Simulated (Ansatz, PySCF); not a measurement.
C3H6OSi, SMILES C=CC(=O)[SiH3].

Geometry optimised at ωB97X-D3(BJ)/def2-SVP. One conformer was computed; it need not be the lowest.

Vertical ionisation energy (IE) and electron affinity (EA) in eV. Rows of orbital energies are one-electron estimates. Where ΔSCF, EOM or ADC give a negative EA the extra electron is unbound and the value depends on the basis.

```json
[
 {"level": "−ε(HOMO), −ε(LUMO), B3LYP/def2-TZVP (PySCF)", "IE": "6.82", "EA": "2.54"},
 {"level": "−ε(HOMO), −ε(LUMO), PBE/def2-TZVP (PySCF)", "IE": "5.60", "EA": "3.32"},
 {"level": "ΔSCF, PBE0/def2-SVPD (Ansatz), final states of multiplicity 2 and 2", "IE": "?", "EA": "?"},
 {"level": "ΔSCF, PBE/def2-SVPD (Ansatz), final states of multiplicity 2 and 2", "IE": "8.93", "EA": "0.62"}
]
```

Some entries are withheld; supply them. (Estimate from the structure and the level; the computed values follow.)


- ΔSCF, PBE0/def2-SVPD (Ansatz, a quantum-chemistry and plane-wave program), final states of multiplicity 2 and 2, IE: 9.08
- ΔSCF, PBE0/def2-SVPD (Ansatz), final states of multiplicity 2 and 2, EA: 0.57

What vertical singlet–triplet gap does ΔSCF give with PBE0/def2-SVPD (Ansatz) and with PBE/def2-SVPD (Ansatz)? (Estimate from the structure and the level; the computed values follow.)

2.24 and 2.21 eV (triplet above singlet where positive).
